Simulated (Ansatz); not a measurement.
Basis-set series for CH9AlOSi2, SMILES `[CH3][Al]([SiH3])[O][SiH3]`. The species carries charge 0 and has multiplicity 1. Geometry: relaxed with PBE0-D4/def2-TZVP. It is one conformer, not always the lowest.

```tsv
functional	basis	functions	energy (Eh)	HOMO (eV)	LUMO (eV)
PBE0-D4	def2-SVP	127	-939.41060	-7.32	-1.14
PBE0-D4	def2-TZVPP	314	-939.84354	-7.34	-1.25
ωB97M-V	def2-SVP	127	-939.76847	-9.33	0.57
ωB97M-V	def2-TZVPP	314	-940.20822	-9.36	0.39
```

Give the rows for def2-QZVPP. (Best estimate.)

The calculation gave: 
```csv
functional,basis,functions,energy (Eh),HOMO (eV),LUMO (eV)
PBE0-D4,def2-QZVPP,594,-939.87820,-7.34,-1.28
ωB97M-V,def2-QZVPP,594,-940.24079,-9.37,0.23
```

Positive LUMOs are unbound and depend on the basis.

Results of the Gaussian-basis code of Ansatz.
